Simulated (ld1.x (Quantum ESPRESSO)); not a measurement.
# What one change does to a pseudopotential (iridium, PAW)

```json
{"Element": "Ir", "Generator": "ld1.x (Quantum ESPRESSO) 7.5", "Type": "PAW", "Functional": "LDA (PZ)", "Relativity": "scalar-relativistic", "Frozen core": "[Xe] 4f14", "Valence charge": "9", "Reference configuration": "5d7.5 6s1.5 6p0", "Partial waves": "6s (bound): rcut 2.50, rcutus 2.75 bohr; 6s channel at 0.35 Ry: rcut 2.50, rcutus 2.75 bohr; 6p (bound, empty): rcut 2.75, rcutus 3.60 bohr; 6p channel at 2 Ry: rcut 2.75, rcutus 3.60 bohr; 5d (bound): rcut 1.30, rcutus 1.40 bohr; 5d channel at -0.15 Ry: rcut 1.30, rcutus 1.40 bohr", "Local potential": "all-electron potential smoothed inside 2.45 bohr (lloc = -1)", "Core correction": "Bessel-smoothed model core inside 1.00 bohr", "Augmentation charge": "PSQ, inside the norm-conserving radii"}
```

Change: local potential all-electron potential smoothed inside 1.55 bohr (lloc = -1).

Cutoffs: the cutoffs (Ry, on a coarse ladder) from which the occupation-weighted sum of valence levels, in a spherical-Bessel basis at the reference potential, stays within 10 and 1 mRy of its value at 400 Ry; they do not see the model core or the augmentation charge, which bear on the density cutoff. Errors are all-electron minus pseudo energies relative to the spin-unpolarised reference configuration.

Task: What does the change do?

Result: The potential gets neither clearly harder nor softer (50 Ry and 90 Ry → 50 Ry and 90 Ry); a bound ghost appears in p, s, which as a rule spoils a file; of the 9 tests that both files solve, the error grows in 3 and shrinks in 1 by more than 15 % and 0.3 meV (median size 6.3 → 7.1 meV); the range in which the s phases agree widens (upper end 2.4 → 4.4); the range in which the p phases agree widens (upper end 3.5 → at the end of the scan). A state that the projectors do not describe sees the local part alone, so a deeper or shallower local part can create or remove a ghost.

```csv
quantity,base,changed
"cutoff, loose",50 Ry,50 Ry
"cutoff, tight",90 Ry,90 Ry
bound ghosts,none,"s, p"
"error for 5d7 6s2 6p0, meV [ΔE 0.26 eV]",-2.8,-4.0
"error for 5d7 6s1 6p0, meV [ΔE 10.44 eV]",-7.8,-7.6
"error for 5d7 6s0 6p0, meV [ΔE 28.29 eV]",-21,-21
"error for 5d8 6s1 6p0, meV [ΔE -0.02 eV]",-6.3,-6.7
"error for 5d7 6s1 6p1, meV [ΔE 5.67 eV]",-6.1,-4.8
"error for 5d7 6s1.5 6p0, meV [ΔE 4.43 eV]",-4.6,-4.8
"error for 5d6 6s0 6p0, meV [ΔE 59.14 eV]",-164,-161
"error for 5d7.5 6s1.5 6p0 (spin-polarised), meV [ΔE -0.97 eV]",-6.0,-7.1
"error for 5d7 6s2 6p0 (spin-polarised), meV [ΔE -0.89 eV]",-11,-14
s: phases at 3.91 bohr within 0.05 rad from the reference energy up to (Ry; the scan ends near 5),2.4,4.4
p: phases at 3.91 bohr within 0.05 rad from the reference energy up to (Ry; the scan ends near 5),3.5,to the end of the scan
d: phases at 3.91 bohr within 0.05 rad from the reference energy up to (Ry; the scan ends near 5),to the end of the scan,3.8
lowest overlap eigenvalue by channel,"s 0.33, p 0.61, d 0.87","s 0.12, p 0.41, d 0.84"
```

 A true bound ghost makes a file unfit for plane-wave use even where its test errors are small: the radial tests pick states by their node count and pass the ghost by.
